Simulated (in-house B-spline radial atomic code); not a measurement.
Inner levels of chromium as electrons are removed. A shift is the extra binding of the orbital against the neutral atom ([Ar] 3d5 4s1). Computed with a radial B-spline atomic code at the basis-set limit: non-relativistic Hartree-Fock, average of the configuration, point nuclei.

```tsv
ion	configuration	shift of 1s (eV)	radius of 1s (bohr)	Σ<r²> (bohr²)	change of density at nucleus (bohr⁻³)
Cr	[Ar] 3d5 4s1	0	0.064146	39.856	-
Cr+	[Ar] 3d5	7.2098	0.064146	21.575	-2.2471
Cr2+	[Ar] 3d4	22.041	0.064147	16.403	-1.1154
Cr3+	[Ar] 3d3	40.701	0.06415	13.209	1.0713
Cr4+	[Ar] 3d2	62.615	0.064152	10.921	4.2325
Cr5+	[Ar] 3d1	87.481	0.064156	9.1482	8.2964
Cr6+	[Ne] 3s2 3p6	115.13	0.06416	7.7122	13.213
Cr7+	[Ne] 3s2 3p5	148.7	0.064154	6.5328	20.873
Cr8+	[Ne] 3s2 3p4	184.22	0.064146	5.4654	29.138
Cr9+	[Ne] 3s2 3p3	?	?	?	?
Cr10+	[Ne] 3s2 3p2	?	?	?	?
Cr11+	[Ne] 3s2 3p1	302.19	0.064118	2.7923	57.594
Cr12+	[Ne] 3s2	345.27	0.064106	2.0433	68.313
Cr13+	[Ne] 3s1	?	?	?	?
Cr14+	[He] 2s2 2p6	432.82	0.0641	0.68701	-74.802
Cr15+	[He] 2s2 2p5	548.46	0.064026	0.58382	-40.365
Cr16+	[He] 2s2 2p4	668.43	0.063945	0.48895	-4.2642
Cr17+	[He] 2s2 2p3	792.68	0.063858	0.40156	33.513
Cr18+	[He] 2s2 2p2	921.2	0.063765	0.3209	72.981
Cr19+	[He] 2s2 2p1	1053.96	0.063665	0.24633	114.15
Cr20+	[He] 2s2	1190.91	0.063559	0.17729	157.04
Cr21+	[He] 2s1	1311.5	0.063547	0.091943	-286.23
Cr22+	1s2	1434.7	0.063493	0.010772	-755.32
Cr23+	1s1	1838.34	0.0625	0.0052083	-4913.35
```

**Question.** Fill in the row of Cr9+.

**Answer.** shift of 1s (eV): 221.65; radius of 1s (bohr): 0.064138; Σ<r²> (bohr²): 4.4941; change of density at nucleus (bohr⁻³): 38.011.

**Question.** Fill in the row of Cr10+.

**Answer.** shift of 1s (eV): 260.98; radius of 1s (bohr): 0.064129; Σ<r²> (bohr²): 3.6064; change of density at nucleus (bohr⁻³): 47.495.

**Question.** Fill in the row of Cr13+.

**Answer.** shift of 1s (eV): 388.31; radius of 1s (bohr): 0.064104; Σ<r²> (bohr²): 1.3425; change of density at nucleus (bohr⁻³): -0.14729.
